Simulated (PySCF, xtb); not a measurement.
B(F)(H)(SiH3) (BFH4Si), SMILES FB[SiH3].

GFN2-xTB (xtb 6.7.1) at its own geometry gives an orbital gap of 3.01 eV and a dipole moment of 0.69 D.

Geometry optimised at B3LYP-D3(BJ)/def2-TZVP.

Problem. What does PySCF with M06-2X/def2-TZVPD give? (The exact figures need the calculation; the answer reports its results.)

Solution. gap 8.62 eV (levels -9.42 and -0.80 eV), dipole 0.69 D.
